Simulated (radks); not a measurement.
Values are calculated unless marked as measured or tabulated.
Coulomb parameter of the 4f shell of the thulium ion Tm+ in the model configuration [Xe] 4f13 6s1, as a second difference U = [E(n + 0.5) + E(n - 0.5) - 2 E(n)] / (0.5)^2 with all orbitals relaxed. "Bare": the charge of the atom changes with n. "Screened": the 6s shell takes up the change at fixed total charge, which measures U(4f,4f) + U(6s,6s) - 2 U(4f,6s). Code: a radial shooting solver on a logarithmic mesh with Libxc functionals. Model: scalar-relativistic Kohn-Sham, PBE, spin-unpolarised, spherical densities, finite nucleus; Fermi nuclear charge, rms radius 5.2256 fm.

| case | configuration | E - E(n) (eV) |
|---|---|---|
| start | [Xe] 4f13 6s1 | 0.000 |
| bare +0.5 | [Xe] 4f13.5 6s1 | -3.138 |
| bare -0.5 | [Xe] 4f12.5 6s1 | 6.850 |
| screened +0.5 | [Xe] 4f13.5 6s0.5 | 0.394 |
| screened -0.5 | [Xe] 4f12.5 6s1.5 | 1.111 |

U(bare) = 14.851 eV, U(screened by 6s) = 6.020 eV, against the Slater integral F0(4f,4f) = 32.195 eV with frozen orbitals.
